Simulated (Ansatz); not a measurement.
Isolated molecules relaxed with PBE0-D4/def2-TZVP in Ansatz; ΔE leaves out vibrations. CBS: MP2 limit from def2 TZ/QZ plus the TZ coupled-cluster correction, frozen cores. DFT in def2-TZVPP. B3LYP here is the variant with VWN-RPA as its local correlation; programs differ in this. For Ge outer-core shells are correlated without core-valence functions, which leaves a few kJ/mol of doubt a bond. Scalar relativity is left out up to krypton. One conformer a species, not always the lowest.

Reaction (redistribution): `O[B](F)[GeH3]` + `F[SiH2]O[SiH2][SiH3]` → `OB(F)[SiH2][SiH3]` + `F[SiH2][O][GeH3]`

Task: Is it downhill or uphill in electronic energy at CCSD(T)/CBS, and by how much? (Best estimate.)

Result: Ansatz gave: Uphill: ΔE = +64.0 kJ/mol.

Task: What do these levels give: B3LYP-D4, PBE0, SCS-MP2/def2-TZVPP, CCSD/def2-TZVPP, CCSD(T)/def2-TZVPP, SCS-MP2/def2-QZVPP? (An estimate is asked.)

Result: Computed: B3LYP-D4 62.5, PBE0 57.2, SCS-MP2/def2-TZVPP 58.6, CCSD/def2-TZVPP 60.0, CCSD(T)/def2-TZVPP 58.5, SCS-MP2/def2-QZVPP 61.3 kJ/mol.

Largest T1 diagnostic among the species: 0.014.
